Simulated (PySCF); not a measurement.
HNaO, charge -1, doublet, geometry from GFN2-xTB (such geometries of metal compounds can be far from the true shape) (a state made from the parent by changing its charge; the spin is typed, not shown lowest) (in this run its highest filled SCF level lies above zero, so its values depend strongly on the basis, on diffuse functions most of all), atoms displaced at random by about 0.08 Å a coordinate; DF-PBE0/def2-SVP, gradient in PySCF.

PySCF was given this input:
```python
from pyscf import gto, scf, dft

mol = gto.M(
    atom='''
Na    0.034015   -0.000637   -1.196499
O    -0.010315   -0.015356    1.258455
H     0.013452   -0.078320    2.427760
''',
    basis='def2-svp',
    charge=-1,
    spin=1,
    verbose=4,
)

mf = dft.UKS(mol)
mf.xc = 'pbe0'
mf = mf.density_fit(auxbasis='def2-universal-jkfit')
mf.kernel()
g = mf.nuc_grad_method()
grad = g.kernel()
```

**Question.** Write the output that PySCF gives for this input, abridged.

**Answer.** 
```
PySCF version 2.14.0

[INPUT] verbose = 4
[INPUT] num. atoms = 3
[INPUT] num. electrons = 21
[INPUT] charge = -1
[INPUT] spin (= nelec alpha-beta = 2S) = 1
[INPUT] symmetry False subgroup None
[INPUT] Mole.unit = angstrom
[INPUT] Symbol           X                Y                Z      unit          X                Y                Z       unit  Magmom
[INPUT]  1 Na     0.034015000000  -0.000637000000  -1.196499000000 AA    0.064279034127  -0.001203755541  -2.261055418316 Bohr   0.0
[INPUT]  2 O     -0.010315000000  -0.015356000000   1.258455000000 AA   -0.019492524975  -0.029018634369   2.378135290090 Bohr   0.0
[INPUT]  3 H      0.013452000000  -0.078320000000   2.427760000000 AA    0.025420595828  -0.148003350076   4.587801496174 Bohr   0.0

nuclear repulsion = 24.1855804099478
number of shells = 16
number of NR pGTOs = 64
number of NR cGTOs = 34
basis = def2-svp
ecp = {}

******** <class 'pyscf.df.df_jk.DFUKS'> ********
method = DFUKS
initial guess = minao
damping factor = 0
level_shift factor = 0
DIIS = <class 'pyscf.scf.diis.CDIIS'>
diis_start_cycle = 1
diis_space = 8
diis_damp = 0
SCF conv_tol = 1e-09
SCF conv_tol_grad = None
SCF max_cycles = 50
direct_scf = False
number electrons alpha = 11  beta = 10
XC library pyscf.dft.libxc version 7.1.2
    S. Lehtola, C. Steigemann, M. J. T. Oliveira, and M. A. L. Marques,  SoftwareX 7, 1–5 (2018)
XC functionals = pbe0
    C. Adamo and V. Barone,  J. Chem. Phys. 110, 6158 (1999)
    M. Ernzerhof and G. E. Scuseria,  J. Chem. Phys. 110, 5029 (1999)
radial grids:
    Treutler-Ahlrichs [JCP 102, 346 (1995); DOI:10.1063/1.469408] (M4) radial grids

becke partition: Becke, JCP 88, 2547 (1988); DOI:10.1063/1.454033
pruning grids: <function nwchem_prune>
grids dens level: 3
symmetrized grids: False
atomic radii adjust function: <function treutler_atomic_radii_adjust>
small_rho_cutoff = 0
Set gradient conv threshold to 3.16228e-05
tot grids = 41992
******** <class 'pyscf.df.df.DF'> ********
auxbasis = def2-universal-jkfit
init E= -237.482313754709

cycle= 1 E= -237.510719553585  delta_E= -0.0284  |g|= 0.721  |ddm|= 0.919

cycle= 2 E= -232.370482300758  delta_E= 5.14  |g|= 1.96  |ddm|= 3.29
cycle= 3 E= -237.635268341649  delta_E= -5.26  |g|= 0.442  |ddm|= 3.12
cycle= 4 E= -237.751536951949  delta_E= -0.116  |g|= 0.201  |ddm|= 0.803
cycle= 5 E= -237.772487429738  delta_E= -0.021  |g|= 0.0401  |ddm|= 0.246
cycle= 6 E= -237.773206382021  delta_E= -0.000719  |g|= 0.0119  |ddm|= 0.117
cycle= 7 E= -237.773288356435  delta_E= -8.2e-05  |g|= 0.000935  |ddm|= 0.0513
cycle= 8 E= -237.773289776885  delta_E= -1.42e-06  |g|= 0.000706  |ddm|= 0.00673
cycle= 9 E= -237.773290204375  delta_E= -4.27e-07  |g|= 0.000133  |ddm|= 0.00127
cycle= 10 E= -237.773290269263  delta_E= -6.49e-08  |g|= 0.000106  |ddm|= 0.000878
cycle= 11 E= -237.773290276423  delta_E= -7.16e-09  |g|= 9.34e-06  |ddm|= 0.000166
cycle= 12 E= -237.773290276681  delta_E= -2.58e-10  |g|= 2.54e-06  |ddm|= 0.000117
Extra cycle  E= -237.773290276696  delta_E= -1.43e-11  |g|= 1.23e-06  |ddm|= 7.46e-06
converged SCF energy = -237.773290276696  <S^2> = 0.75169564  2S+1 = 2.0016949

******** <class 'pyscf.df.grad.uks.Gradients'> for <class 'pyscf.df.df_jk.DFUKS'> ********
unit = Eh/Bohr
grid_response = False
--------------- DFUKS gradients ---------------
         x                y                z
0 Na     0.0003984743     0.0003877183    -0.0310375352
1 O    -0.0021860486     0.0048704281    -0.0744059619
2 H     0.0018027529    -0.0052533040     0.1054229850
----------------------------------------------
```
